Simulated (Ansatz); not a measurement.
`BCCCl` + `C1N[SiH2]1` → `BN1C[SiH2]1` + `CCCl` at 600 K and 1 bar (ligand exchange at a B–C bond).

Isolated molecules relaxed with PBE0-D4/def2-TZVP in Ansatz; ΔE leaves out vibrations. CBS: MP2 limit from def2 TZ/QZ plus the TZ coupled-cluster correction, frozen cores. Each species was taken in one conformer, which may not be the lowest.

| species | CCSD(T)/CBS energy (Eh) | H − E (kJ/mol) | S (J/(mol·K)) |
| --- | --- | --- | --- |
| `BCCCl` | -564.26783 | 252.2 | 386.7 |
| `C1N[SiH2]1` | -384.79623 | 195.0 | 330.8 |
| `BN1C[SiH2]1` | -410.22230 | 237.8 | 380.5 |
| `CCCl` | -538.89655 | 212.5 | 329.5 |

H − E and S are ideal-gas, rigid-rotor, harmonic terms from PBE0-D4/def2-TZVP, for one conformer and one mirror image of each species. 1 Eh = 2625.50 kJ/mol, R = 8.31446 J/(mol·K).

By hand: ΔE, ΔH, ΔS and ΔG.

ΔE = (-410.22230) + (-538.89655) − (-564.26783) − (-384.79623) = -0.05479 Eh = -143.9 kJ/mol. Δ(H − E) = 237.8 + 212.5 − 252.2 − 195.0 = 3.1, so ΔH = -140.8 kJ/mol. ΔS = 380.5 + 329.5 − 386.7 − 330.8 = -7.5 J/(mol·K). ΔG = -140.8 − 600 × (-7.5)/1000 = -136.3 kJ/mol.

By hand: the equilibrium constant, and the temperature at which ΔG would vanish if ΔH and ΔS stayed fixed.

log₁₀ K = −ΔG/(RT ln 10) = 11.9. ΔG = 0 at ΔH/ΔS = 18773 K, far beyond where these terms or the molecules hold.

The number of gas molecules stays the same, so ΔS is small and ΔH decides. A doubt of 5 kJ/mol in ΔE shifts log₁₀ K by 0.4 here. Other conformers and mirror images would add mixing entropy, several J/(mol·K) or more a flexible species. These are equilibria of isolated gas molecules and say nothing of rates. Largest T1 diagnostic: 0.014 (customary marks: 0.02 for closed shells, 0.045 for open ones).
